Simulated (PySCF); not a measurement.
TeH⁺: energy against distance

Set-up: Te aug-cc-pVDZ-PP with ECP28, H aug-cc-pVDZ; scalar-relativistic core potentials (PySCF 2.14). Energies in eV from Te⁺ + H in their ground configurations at the same level. State: ³Σ⁻ (triplet), unpaired electrons π ↑↑.

All columns are PBE0. A positive dipole points towards H; it is taken about the centre of mass and depends on that origin.

| R (Å) | E (eV) | μ (D) | Mulliken charge on Te (basis-dependent) | HOMO (eV) | LUMO (eV) | Mayer bond order | ⟨S²⟩ |
| --- | --- | --- | --- | --- | --- | --- | --- |
| 1.444 | -2.104 | 0.75 | 0.87 | -15.59 | -11.38 | 0.83 | 2.00 |
| 1.511 | -2.454 | 0.75 | 0.93 | -15.55 | -11.35 | 0.87 | 2.00 |
| 1.578 | -2.654 | 0.75 | 0.97 | -15.52 | -11.32 | 0.90 | 2.01 |
| 1.629 | -2.727 | 0.76 | 0.99 | -15.50 | -11.30 | 0.92 | 2.01 |
| 1.679 | -2.749 | 0.77 | 1.00 | -15.48 | -11.28 | 0.93 | 2.01 |
| 1.729 | -2.729 | 0.79 | 1.01 | -15.46 | -11.25 | 0.94 | 2.01 |
| 1.796 | -2.651 | 0.82 | 1.01 | -15.44 | -11.23 | 0.95 | 2.01 |
| 1.881 | -2.494 | 0.88 | 1.00 | -15.41 | -11.19 | 0.96 | 2.01 |
| 1.981 | -2.249 | 0.96 | 0.98 | -15.38 | -11.15 | 0.96 | 2.02 |
| 2.115 | -1.873 | 1.11 | 0.95 | -15.34 | -11.09 | 0.93 | 2.04 |

A fit through these points gives, at Re = 1.678 Å, μ = 0.77 D and dμ/dR = 0.311 D/Å; the reduced mass is 1.0 u.

Problem. How strong is the fundamental in the double-harmonic approximation, I = 42.26·(dμ/dR)²/μred km/mol?

Solution. I = 42.26·(0.311)²/1.0 = 4.09 km/mol at PBE0.

These are scalar-relativistic numbers at best; spin–orbit coupling would shift them, the dissociation energy most. For an ion De counts to the pair picked by the measured ionisation energies or electron affinities, which need not be the lowest pair at this level. The state was picked by a PBE0 search and need not be the measured ground state.
